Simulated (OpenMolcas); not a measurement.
Mn3+: moving or changing the point charges

Mn3+ among 4 point charges of -1.5 e arranged as a square (D4h), 1.7 Å from the ion.
```
   1.7000    0.0000    0.0000  -1.50
   0.0000    1.7000    0.0000  -1.50
  -1.7000    0.0000    0.0000  -1.50
   0.0000   -1.7000    0.0000  -1.50
```

```yaml
Program: OpenMolcas
Method: CASSCF
Basis: ANO-RCC-VDZP [5s4p2d1f]
Scalar_Hamiltonian: DKH2, point nucleus
Active_space: 4 electrons in 5 orbitals (3d)
State_averaging: 2S+1 = 5 even, 5 roots; 2S+1 = 3 even, 45 roots; 2S+1 = 1 even, 50 roots
Spin-orbit_coupling: state interaction with AMFI integrals over the reference wave functions
```

Runs around this geometry, states (labels of D4, the rotations of D4h). Energies in cm-1 above the lowest state or level, χT in cm3 K/mol.

```tsv
R (Å)	q (e)	Ground state	First state of that spin	First gap with spin-orbit (degeneracies)	χT at 300 K	First state of another spin
1.7	-0.75	5B1	5B2 2732	0.1 (1, 1)	2.742	3B1 24690
1.63	-1.5	5B1	5B2 6097	22.7 (2, 2)	2.887	3E 24343
1.7	-1.5	5B1	5B2 5083	26.4 (2, 2)	2.864	3B1 24514
1.8	-1.5	5B1	5B2 3949	32.7 (2, 2)	2.824	3B1 24631
```

Taking the first state of the same spin as R^-n, n = -ln(3949 / 6097) / ln(1.8 / 1.63) = 4.4 between the shortest and longest distance.

Scaling the charges by -0.75 / -1.5 = 0.50 scales the first state of the same spin by 2732 / 5083 = 0.54; with fixed orbitals a first-order splitting would follow the charge.

Without dynamic correlation the repulsion within the d shell is too large (B by tens of per cent), so at a given field states of lower spin stand too high. Point charges carry no covalency, so the field is a model and not that of real ligands. No measured value stands beside these numbers.
